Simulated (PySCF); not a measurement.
PySCF 2.14 output of an unrestricted r2SCANh calculation on a single atom or ion in aug-cc-pV5Z, with no relativity, point nucleus:

```
SCF conv_tol = 1e-09
number electrons alpha = 2  beta = 0
    M. Bursch, H. Neugebauer, S. Ehlert, and S. Grimme.,  J. Chem. Phys. 156, 134105 (2022)
cycle= 1 E= -2.17424646089826  delta_E= -0.000309  |g|= 0.00209  |ddm|= 0.081
cycle= 2 E= -2.17424701906795  delta_E= -5.58e-07  |g|= 0.000136  |ddm|= 0.00316
cycle= 3 E= -2.17424702306619  delta_E= -4e-09  |g|= 5.04e-06  |ddm|= 0.00024
cycle= 4 E= -2.17424702307684  delta_E= -1.07e-11  |g|= 1.54e-07  |ddm|= 1.47e-05
converged SCF energy = -2.17424702307684  <S^2> = 2  2S+1 = 3
```

The run itself started from symmetry-adapted Hartree-Fock orbitals and held the occupation by maximum overlap, on a logarithmic radial grid, so the iterations belong to that start.

Which element, charge and spin multiplicity is this?

He (helium, neutral), multiplicity 3; the state was 1s1 2s1, high-spin 3S determinant (an excited configuration).

The outer electron is Rydberg-like, and this basis confines it to a smaller radius and binds it less than a complete one would.
